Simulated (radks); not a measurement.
Values are calculated unless marked as measured or tabulated.
Problem. Neutral phosphorus, [Ne] 3s2 3p3. Code: a radial shooting solver on a logarithmic mesh with Libxc functionals. Model: non-relativistic Kohn-Sham, exchange-only LDA, spin-polarised, spherical densities, point nucleus. Every spin shell is full or empty, so the densities are truly spherical. Functionals are evaluated on that one density, not self-consistently. Rank these orbital-free kinetic functionals by their error against the exact value of the orbitals, and give that value: Thomas-Fermi, von Weizsacker, TF + vW/9, TF + vW/5, LC94, APBEK, revAPBEK, Perdew 92, Thakkar, Pearson, LKT, PG1, DePristo-Kress, Ernzerhof.

Solution. Exact: 338.889 hartree. From best to worst, with 100 (|E| - |E exact|)/|E exact| (equal figures are ties): Thakkar -0.03, DePristo-Kress +0.05, Ernzerhof +0.12, LC94 +0.16, APBEK +0.29, Perdew 92 -0.51, TF + vW/9 -0.52, revAPBEK +0.66, Pearson -1.61, TF + vW/5 +4.97, Thomas-Fermi -7.39, PG1 +25.36, LKT +31.27, von Weizsacker -38.19.
